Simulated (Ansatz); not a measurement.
A made-up structure of BSiClO, singlet:

O1  (-0.998, -1.636, -1.061)
Si2  (0.845, 0.201, 0.792)
B3  (-0.755, -0.201, -0.701)
Cl4  (-1.452, 0.920, -1.770)
(Å)

It is relaxed with PBE-D4/def2-SVP and then PBE0-D4/def2-TZVP (Ansatz 0.2.0). Atoms count as bonded within 1.22 times the sum of their covalent radii (H–H: 0.88 Å). The end point is not checked to be a true minimum.

(1) Does its bonding change? (A judgement: the text doesn't fix the answer.)

Results:

(1) By the calculation: Yes. Formed: O1–Si2; broken: none.

Where it ends: The first stage lowers the energy by 3.29 eV in 9 steps. It ends as BSiClO ([Cl][B]1[O][Si]1):
O1  (-0.549, -1.223, -0.563)
Si2  (0.544, -0.492, 0.570)
B3  (-0.670, 0.108, -0.793)
Cl4  (-1.685, 0.891, -1.954)
(Å)

Labels in which every atom is bracketed show which atoms are joined, not bond orders.

For scale, one of the runs: PBE0-D4/def2-TZVP relaxation, 136 basis functions, launched by `ansatz run in.yaml --threads 2 --pin off --events-out ev --progress --plain --max-ram 4352MiB`. The run took about 13 s on 2 CPU threads of an Arm Neoverse V2 (shared host).
